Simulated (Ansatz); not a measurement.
Species: H3Bi, SMILES `[BiH3]` with one electron removed (charge 1, multiplicity 2), formula H₃Bi.

How many basis functions does frozen-core CCSD(T)/def2-TZVPP // PBE0-D3(BJ)/def2-TZVP run with Ansatz (a first-principles code) use, how many core orbitals are frozen, and how many electrons are correlated?

92 basis functions and 4 frozen orbitals, which leaves 17 correlated electrons. Core time is of the order of seconds.
